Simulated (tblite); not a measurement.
Compound: C7H10FOP.
Geometry (GFN2-xTB, Å), atoms numbered from 1 in this order:
```
atom  x, y, z in Å
C1     3.1609   -0.3374   -0.9039
C2     1.8418   -0.3138   -0.8254
P3     1.0565    0.7655    0.3996
O4     1.9762    1.5524    1.2240
C5    -0.1746   -0.3076    1.2688
C6    -1.3713   -0.2922    0.3618
C7    -2.4300   -1.3348    0.4989
C8    -1.3744    0.7077   -0.5126
F9    -2.3734    0.8975   -1.4044
C10   -0.2457    1.6826   -0.5418
H11    3.6993   -0.9537   -1.6060
H12    3.7440    0.2850   -0.2430
H13    1.2012   -0.9110   -1.4577
H14    0.2003   -1.3169    1.4497
H15   -0.3975    0.1466    2.2396
H16   -3.2413   -1.1500   -0.2002
H17   -2.0133   -2.3231    0.3045
H18   -2.8289   -1.3355    1.5127
H19   -0.4851    2.6074   -0.0079
H20    0.0504    1.9420   -1.5598
```

Calculated harmonic vibrations of the isolated species, GFN2-xTB (tblite), most abundant isotopes, no scaling. Against measured fundamentals such values can be off by several per cent, at times by over 20. One conformer, not necessarily the lowest.

Harmonic wavenumbers (cm⁻¹): 46.5, 71.5, 127.6, 136.4, 174.4, 219.3, 245.7, 262.3, 280.7, 304.7, 344.5, 394.6, 468.4, 483.8, 548.7, 552.2, 663.0, 749.4, 758.2, 761.1, 785.7, 833.8, 911.2, 970.6, 973.4, 999.4, 1014.1, 1028.4, 1077.7, 1100.1, 1127.1, 1163.5, 1221.7, 1229.0, 1277.8, 1286.2, 1376.3, 1404.0, 1415.4, 1423.8, 1469.2, 1476.1, 1661.7, 1744.3, 2924.1, 2930.1, 2965.1, 2973.0, 3000.1, 3016.7, 3053.7, 3062.1, 3082.9, 3113.7.

A = 1928, B = 767.8, C = 736.1 MHz; mass 160.045 u (most abundant isotopes); point group C1, symmetry number 1.

Q: What is the zero-point energy?

A: Half the sum of the wavenumbers: 33342 cm⁻¹ = 398.86 kJ/mol.

Q: Give the ideal-gas entropy at 350 K and 1 bar in the rigid-rotor, harmonic-oscillator model (classical rotation).

A: Translation 175.49, rotation 127.81, vibration 163.17: S = 466.5 J/(mol K).

Q: And Cp and H(350 K) − H(0)?

A: Cp = 205.30 J/(mol K), of which vibrations give 172.04 (their classical limit is 54 R = 449.0); H(350 K) − H(0) = 42.19 kJ/mol without the zero-point energy, 30.55 from vibrations.

Q: What must be added to the electronic energy to get the Gibbs energy at 350 K and 1 bar?

A: ZPE + [H(350 K) − H(0)] − T·S = 398.86 + 42.19 − 163.26 = 277.79 kJ/mol.

Q: Blend soft modes into free rotors: weight 1/[1 + (100 cm⁻¹/ν̃)⁴] for the oscillator and the rest for a rotor with moment μB/(μ + B), μ = h/(8π²ν), B = 10⁻⁴⁴ kg m². What vibrational entropy results?

A: 152.53 J/(mol K) in place of 163.17, which changes −T·S at 350 K by +3.72 kJ/mol.

Q: How do the functions run with temperature in this model?

A: 
| T (K) | S (J/(mol K)) | Cp (J/(mol K)) | H − H(0) (kJ/mol) | G − H(0) (kJ/mol) | ln q(vib) |
| --- | --- | --- | --- | --- | --- |
| 50 | 251.1 | 54.9 | 2.08 | -10.47 | 0.50 |
| 100 | 298.3 | 84.5 | 5.58 | -24.26 | 1.71 |
| 298.15 | 435.5 | 181.7 | 32.16 | -97.68 | 7.57 |
| 373.15 | 479.9 | 215.3 | 47.06 | -132.02 | 9.82 |
| 500 | 549.9 | 263.5 | 77.56 | -197.41 | 13.58 |
| 750 | 670.2 | 328.9 | 152.28 | -350.39 | 20.66 |
| 1000 | 771.0 | 370.7 | 240.09 | -530.90 | 27.18 |

q(vib) and H(0) count from the zero-point level.

Hindered rotation and anharmonicity are outside this model. Other conformers, if any are populated, would add a mixing term that is left out. The structure is chiral; the term R ln 2 for an equal mix with its mirror image is left out.

The run took 0.9 s of wall time on one thread of an Arm Neoverse V1 (shared host). The figure is for the frequency step alone.
